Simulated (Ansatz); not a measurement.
Consider the ligand exchange at the Al–N bond: `[NH2][Al]([F])[SH]` + H₂S → `[F][Al]([SH])[SH]` + NH₃.

Program: Ansatz. Geometries: PBE0-D4/def2-TZVP. ΔE: electronic, gas phase. CCSD(T)/CBS adds triple-zeta CCSD(T) − MP2 to the extrapolated MP2 energy (def2 sets, frozen cores). This one scheme is used for every species. DFT in def2-TZVPP. One conformer a species, not always the lowest.

| level | ΔE (kcal/mol) | difference from CCSD(T)/CBS |
| --- | --- | --- |
| LDA (SPW92) | -4.9 | 0.0 |
| BLYP-D4 | -4.3 | 0.6 |
| B97M-V | -5.7 | -0.8 |
| BLYP | -4.0 | 0.9 |
| HF/def2-SVP | -3.1 | 1.8 |
| CCSD/def2-SVP | -3.4 | 1.5 |
| CCSD(T)/def2-SVP | -3.7 | 1.2 |
| SCS-MP2/def2-TZVPP | -4.0 | 0.9 |
| CCSD/def2-TZVPP | -3.9 | 1.0 |
| HF/def2-QZVPP | -3.1 | 1.8 |
| CCSD(T)/CBS | -4.9 | 0 |

Largest T1 diagnostic among the species: 0.012.

In def2-TZVPP, CCSD(T) changes the Hartree–Fock value by −1.0 kcal/mol (the triples alone add −0.5 kcal/mol) and MP2 by −1.5 kcal/mol. Leaving LDA and LC-ωPBE aside and taking each functional with its dispersion term where it has one, the values, not all of them listed here, spread over 3.3 kcal/mol, from revPBE-D4 to CAM-B3LYP-D4. LDA lies +1.3 kcal/mol from PBE without D4.
